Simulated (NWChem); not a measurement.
Program: NWChem. System: H6Al2O2, charge 0, spin multiplicity 1, displaced from the optimised geometry. The structure started from a generated list of species.

Job file:

```
start mol
memory heap 200 mb stack 900 mb global 1100 mb
geometry units angstroms nocenter noautoz
  Al     0.000000     0.000000    -1.469335
  Al     0.000000     0.000000     1.469335
  O      1.213438     0.000000     0.000000
  H      2.191865     0.000000     0.000000
  H      0.000000    -1.414808    -2.261735
  H      0.000000     1.414808    -2.261735
  O     -1.213438     0.000000     0.000000
  H     -2.191865     0.000000     0.000000
  H      0.000000    -1.414808     2.261735
  H      0.000000     1.414808     2.261735
  symmetry group D2h
end
basis spherical
  * library def2-svp
end
dft
  xc b3lyp
  semidirect memsize 60000000 filesize 0
  iterations 100
  vectors input hcore
end
task dft gradient
```

The output up to the point where the run's verdict is printed (cleaned and shortened):

```
             Northwest Computational Chemistry Package (NWChem) 7.3.0
             --------------------------------------------------------

                                NWChem Input Module
                                -------------------

 Scaling coordinates for geometry "geometry" by  1.889725989
 (inverse scale =  0.529177249)

 Turning off AUTOSYM since
 SYMMETRY directive was detected!

                             Geometry "geometry" -> ""
                             -------------------------

 Output coordinates in angstroms (scale by  1.889725989 to convert to a.u.)

  No.       Tag          Charge          X              Y              Z
 ---- ---------------- ---------- -------------- -------------- --------------
    1 Al                  13.0000     0.00000000     0.00000000    -1.46933500
    2 Al                  13.0000     0.00000000     0.00000000     1.46933500
    3 O                    8.0000     1.21343800     0.00000000     0.00000000
    4 H                    1.0000     2.19186500     0.00000000     0.00000000
    5 H                    1.0000     0.00000000    -1.41480800    -2.26173500
    6 H                    1.0000     0.00000000     1.41480800    -2.26173500
    7 O                    8.0000    -1.21343800     0.00000000     0.00000000
    8 H                    1.0000    -2.19186500     0.00000000     0.00000000
    9 H                    1.0000     0.00000000    -1.41480800     2.26173500
   10 H                    1.0000     0.00000000     1.41480800     2.26173500

 Effective nuclear repulsion energy (a.u.)     219.0499347951

            Nuclear Dipole moment (a.u.)
            ----------------------------
        X                 Y               Z
 ---------------- ---------------- ----------------
     0.0000000000     0.0000000000     0.0000000000

      Symmetry information
      --------------------

 Group name             D2h
 Group number             26
 Group order               8
 No. of unique centers     4

      Symmetry unique atoms

     1    3    4    5


 Summary of "ao basis" -> "" (spherical)
 ------------------------------------------------------------------------------
[...]
 d= 0,ls=0.5,diis    78   -638.2313414004 -1.25D-05  1.19D-04  7.53D-05     6.0
 Grid integrated density:      48.000157433565
 Requested integration accuracy:   0.10E-05
 d= 0,ls=0.5,diis    79   -638.2313527980 -1.14D-05  1.22D-04  6.81D-05     6.0
 Grid integrated density:      48.000157247278
 Requested integration accuracy:   0.10E-05
 d= 0,ls=0.5,diis    80   -638.2313637592 -1.10D-05  1.67D-04  6.53D-05     6.1
 Grid integrated density:      48.000157001500
 Requested integration accuracy:   0.10E-05
 d= 0,ls=0.5,diis    81   -638.2313792062 -1.54D-05  2.94D-04  5.79D-05     6.2
 Grid integrated density:      48.000156596159
 Requested integration accuracy:   0.10E-05
 d= 0,ls=0.5,diis    82   -638.2314065744 -2.74D-05  2.71D-04  4.16D-05     6.2
 Grid integrated density:      48.000156181873
 Requested integration accuracy:   0.10E-05
 d= 0,ls=0.5,diis    83   -638.2314303896 -2.38D-05  2.75D-04  3.98D-05     6.3
 Grid integrated density:      48.000155740221
 Requested integration accuracy:   0.10E-05
 d= 0,ls=0.5,diis    84   -638.2314545404 -2.42D-05  2.42D-04  3.84D-05     6.4
 Grid integrated density:      48.000155327292
 Requested integration accuracy:   0.10E-05
 d= 0,ls=0.5,diis    85   -638.2314755200 -2.10D-05  2.21D-04  4.07D-05     6.5
 Grid integrated density:      48.000155487457
 Requested integration accuracy:   0.10E-05
 d= 0,ls=0.5,diis    86   -638.2314459949  2.95D-05  3.12D-04  1.29D-04     6.5
 Grid integrated density:      48.000155831979
 Requested integration accuracy:   0.10E-05
 d= 0,ls=0.5,diis    87   -638.2314059679  4.00D-05  2.79D-04  2.16D-04     6.6
 Grid integrated density:      48.000156177521
 Requested integration accuracy:   0.10E-05
 d= 0,ls=0.5,diis    88   -638.2313773568  2.86D-05  2.01D-04  2.41D-04     6.7
 Grid integrated density:      48.000156464880
 Requested integration accuracy:   0.10E-05
 d= 0,ls=0.5,diis    89   -638.2313621862  1.52D-05  2.12D-04  2.26D-04     6.7
 Grid integrated density:      48.000156796896
 Requested integration accuracy:   0.10E-05
 d= 0,ls=0.5,diis    90   -638.2313440749  1.81D-05  3.46D-04  2.23D-04     6.8
 Grid integrated density:      48.000157259118
 Requested integration accuracy:   0.10E-05
 d= 0,ls=0.5,diis    91   -638.2313067570  3.73D-05  3.00D-04  2.79D-04     6.9
 Grid integrated density:      48.000157712345
 Requested integration accuracy:   0.10E-05
 d= 0,ls=0.5,diis    92   -638.2312811617  2.56D-05  1.06D-04  2.76D-04     7.0
 Grid integrated density:      48.000157975990
 Requested integration accuracy:   0.10E-05
 d= 0,ls=0.5,diis    93   -638.2312851560 -3.99D-06  1.10D-04  1.91D-04     7.0
 Grid integrated density:      48.000158214971
 Requested integration accuracy:   0.10E-05
 d= 0,ls=0.5,diis    94   -638.2312794266  5.73D-06  6.59D-05  1.70D-04     7.1
 Grid integrated density:      48.000158317170
 Requested integration accuracy:   0.10E-05
 d= 0,ls=0.5,diis    95   -638.2312790541  3.72D-07  1.36D-04  1.42D-04     7.2
 Grid integrated density:      48.000158505298
 Requested integration accuracy:   0.10E-05
 d= 0,ls=0.5,diis    96   -638.2312658566  1.32D-05  1.48D-04  1.57D-04     7.3
 Grid integrated density:      48.000158723929
 Requested integration accuracy:   0.10E-05
 d= 0,ls=0.5,diis    97   -638.2312525095  1.33D-05  1.54D-04  1.63D-04     7.3
 Grid integrated density:      48.000158958351
 Requested integration accuracy:   0.10E-05
 d= 0,ls=0.5,diis    98   -638.2312388684  1.36D-05  1.49D-04  1.66D-04     7.4
 Grid integrated density:      48.000159184224
 Requested integration accuracy:   0.10E-05
 d= 0,ls=0.5,diis    99   -638.2312264833  1.24D-05  3.01D-04  1.66D-04     7.5
 Grid integrated density:      48.000159568972
 Requested integration accuracy:   0.10E-05
 d= 0,ls=0.5,diis   100   -638.2311939711  3.25D-05  2.77D-04  2.19D-04     7.6
 Grid integrated density:      48.000159960471
 Requested integration accuracy:   0.10E-05
```

Convergence was not reached. The next line reads: Calculation failed to converge. NWChem stopped with the message: dft gradient failed.
